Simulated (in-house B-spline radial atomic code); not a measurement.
Computed with a B-spline radial atomic code. Model: two electrons, singlet ground state, non-relativistic, full CI in B-splines with partial waves to l = 8 (at full coupling up to 3e-4 hartree above the limit, correlation up to 0.6 % small), density held at that of full coupling by Lieb maximisation.

W(λ) is the mean repulsion in the state of coupling λ less the Hartree energy of the fixed density. Its start is exact exchange, its initial slope is twice the second-order Görling-Levy correlation energy, and its area from 0 to 1 is E_xc. A straight curve means weak, dynamic correlation, and a curve that drops fast and flattens means strong correlation.

Command:
```bash
python run_ac.py task.json out
```
Settings (lengths in bohr, energies in hartree):
```
potential              gauss
strength               1.88
lmax                   8
second                 12.5
```

Time taken, with all properties: 75 s on 1 thread of Intel(R) Xeon(R) Processor @ 2.30GHz, on a shared host.

**W = mean repulsion less Hartree energy, and W of three functionals.**

Given: confinement Gaussian well; well depth 1.88 hartree; well width 12.5 bohr; external potential -V exp(-r^2/w^2).

Computed: PBE exchange minus exact 11.017 millihartree; SCAN exchange minus exact 0.3015 millihartree.

```csv
coupling,W xc (hartree),W xc minus exchange (millihartree),kinetic minus Kohn-Sham (millihartree),LDA (PW92) W minus its exchange (millihartree),PBE W minus its exchange (millihartree),SCAN W minus its exchange (millihartree)
0,-0.26099,0,0,0,0,0
0.02,-0.263,-2.011,0.02,-8.83,-3.3,-1.86
0.05,?,?,?,?,?,?
0.12,?,?,?,?,?,?
0.25,-0.28164,-20.658,2.39,-46.79,-27.81,-18.75
0.4,-0.29046,-29.47,5.23,-60.08,-38.26,-27.01
0.6,-0.29949,-38.509,9.71,-72.99,-48.97,-35.87
0.8,-0.30639,-45.403,14.5,-82.71,-57.31,-42.96
1,-0.31181,-50.823,19.36,-90.43,-64.08,-48.77
1.4,-0.3198,-58.81,28.84,-102.11,-74.51,-57.7
2,-0.32768,-66.699,42.08,-114.23,-85.55,-66.87
3,-0.33567,-74.681,61.67,-127.31,-97.63,-76.18
4.5,-0.34254,-81.56,86.99,-139.37,-108.9,-83.77
7,-0.34888,-87.892,122.58,-151.19,-120.03,-89.94
```

Question: What belongs in the row 0.05?

Answer: W xc (hartree): -0.26588; W xc minus exchange (millihartree): -4.894; kinetic minus Kohn-Sham (millihartree): 0.12; LDA (PW92) W minus its exchange (millihartree): -17.03; PBE W minus its exchange (millihartree): -7.6; SCAN W minus its exchange (millihartree): -4.48.

Question: What belongs in the row 0.12?

Answer: W xc (hartree): -0.27203; W xc minus exchange (millihartree): -11.046; kinetic minus Kohn-Sham (millihartree): 0.64; LDA (PW92) W minus its exchange (millihartree): -30.29; PBE W minus its exchange (millihartree): -15.92; SCAN W minus its exchange (millihartree): -10.02.

Question: What is the LDA exchange minus exact?

Answer: 37.345 millihartree.

**Energy parts, natural occupations and partial-wave weights.**

Computed: total energy -3.0566 hartree; exchange energy -0.26099 hartree; correlation energy -0.031461 hartree; kinetic part of the DFT correlation energy 0.019362 hartree; kinetic part over minus potential part 0.38098; Kohn-Sham kinetic 0.16439 hartree; Lieb Oxford ratio E_xc over LDA exchange 1.3077.

```json
{"natural": "s", "occupation of the shell (electrons)": "1.8648"}
{"natural": "p", "occupation of the shell (electrons)": "?"}
{"natural": "s", "occupation of the shell (electrons)": "0.0068154"}
{"natural": "d", "occupation of the shell (electrons)": "0.0011917"}
{"natural": "p", "occupation of the shell (electrons)": "0.00032958"}
{"natural": "f", "occupation of the shell (electrons)": "0.0001288"}
```

Question: What belongs in the row p?

Answer: occupation of the shell (electrons): 0.12658.

```
wave      weight
   s     0.93582
   p           ?
   d  0.00062065
   f  7.0842e-05
   g  1.5157e-05
```

Question: What belongs in the row p?

Answer: weight: 0.063465.

Question: What is the Hartree energy?

Answer: 0.52197 hartree.

Question: What is the initial slope twice GL2?

Answer: -0.10236 hartree.

Half-way to full coupling W has made 67 % of its drop, against 50 % for a straight line, and second-order (GL2) theory, half the initial slope, overshoots the correlation energy by about 63 %: correlation is strong. Over couplings 0 to 1 the errors in E_xc come to about +7.3 millihartree for LDA, +2.0 millihartree for PBE, +2.3 millihartree for SCAN. In LDA and PBE the errors of exchange and correlation have opposite signs, so the sum is smaller than the larger of the two.
